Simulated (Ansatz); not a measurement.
Harmonic frequencies (cm⁻¹) at PBE0-D4/def2-TZVP from Ansatz: 100, 133, 223, 296, 343, 357, 613, 740, 755, 1000, 1126, 1149, 1195, 1242, 1448, 1468, 1496, 1528, 1782, 3048, 3118, 3159, 3617, 3705.

Each molecule was computed in one conformer, which needn't be the lowest.

Which molecule is it?
A. `C=[C](C)[GeH3]`
B. `[F][Ge]1([SiH3])[BH][CH2]1`
C. `CNC(=N)Br`
D. `[SiH3]O[SiH2]S`

C.
